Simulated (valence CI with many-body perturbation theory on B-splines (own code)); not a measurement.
Eu XLII in three bases

Calculated by relativistic CI+MBPT: four valence electrons over a frozen Dirac-Fock core [Ar], a basis of 7 s, 7 p, 8 d, 6 f, 4 g, 1 h functions for each j, with the one-electron correlation potential Σ1 (screened to all orders), the two-electron term Σ2, the three-electron term Σ3, Breit, model QED; selected single and double excitations, second order for the rest, scaled by the run's own slope (own B-spline code, finite nucleus).

No measured spectrum was set against this ion. As an estimate, large intervals hold to a few tenths of a per cent, small ones and those within an open d or f shell to about a per cent. Only levels of the ground parity were solved; by the run's estimate the other parity begins above the list, which can be wrong where configurations are misplaced.

The reference run has the lowest level (3d3/2^4) J=0 and an ionisation energy of 3169.14 eV. Its largest variational space holds 17268 state functions.

Levels are named by their leading jj configuration (3d3/2^4 stands for four electrons in 3d with j = 3/2), which in mixed levels can hold well under half, so a name can repeat and another be missing. Letters in brackets count levels of one name in rising energy.

Changed runs:
A. basis 6 s, 6 p, 5 d, 5 f, 1 g
B. basis 5 s, 5 p, 4 d, 4 f

Excitation energies of the reference run in cm⁻¹, and shifts in cm⁻¹:

```
                    Level  Reference      A      B
      (3d3/2^3 3d5/2) J=1     212988   -240   -418
      (3d3/2^3 3d5/2) J=4     294119    +21   +288
      (3d3/2^3 3d5/2) J=2     297014   -149    -23
      (3d3/2^3 3d5/2) J=3     323731    -64   +208
(3d3/2^2 3d5/2^2) J=0 [a]     485358   -216   -392
(3d3/2^2 3d5/2^2) J=2 [a]     502682   -102   +179
(3d3/2^2 3d5/2^2) J=4 [a]     503771   -203   -150
(3d3/2^2 3d5/2^2) J=3 [a]     518196   -194    -15
    (3d3/2^2 3d5/2^2) J=5     546248    -60   +328
    (3d3/2^2 3d5/2^2) J=6     565971    +27   +571
    (3d3/2^2 3d5/2^2) J=1     568783    -56   +348
(3d3/2^2 3d5/2^2) J=4 [b]     598170    +64   +583
   Ionisation energy (eV)    3169.14  -0.09  -0.14
```
